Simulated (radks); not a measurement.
Problem. Ru+, configuration [Kr] 4d7. All-electron calculation, Dirac Kohn-Sham, PBEsol, spin-unpolarised, spherical densities, point nucleus; open shells are shared between the two j in proportion to 2j + 1; speed of light set to 274.072 atomic units (2 times the physical value, a model run). Program: a radial shooting solver on a logarithmic mesh with Libxc functionals. Some entries of the table are withheld. Estimate them.

orbital,occ.,eigenvalue (eV),<r^2> (bohr^2)
1s1/2,2,(1),0.001582
2s1/2,2,-3050.106,0.02633
2p1/2,2,-2822.119,(2)
2p3/2,4,-2790.928,(3)
3s1/2,2,-541.1171,0.1943
3p1/2,2,(4),0.1910
3p3/2,4,(5),0.1934
3d3/2,4,-283.8918,(6)
3d5/2,6,-282.8062,(7)
4s1/2,2,-79.8592,1.231
4p1/2,2,-53.3604,1.475
4p3/2,4,-52.5586,1.495
4d3/2,2.8,-12.7279,3.230
4d5/2,4.2,-12.6434,3.253

Solution. 
(1) 1s1/2 eigenvalue (eV): -21469.15
(2) 2p1/2 <r^2> (bohr^2): 0.01994
(3) 2p3/2 <r^2> (bohr^2): 0.02027
(4) 3p1/2 eigenvalue (eV): -451.9103
(5) 3p3/2 eigenvalue (eV): -446.6454
(6) 3d3/2 <r^2> (bohr^2): 0.1759
(7) 3d5/2 <r^2> (bohr^2): 0.1766
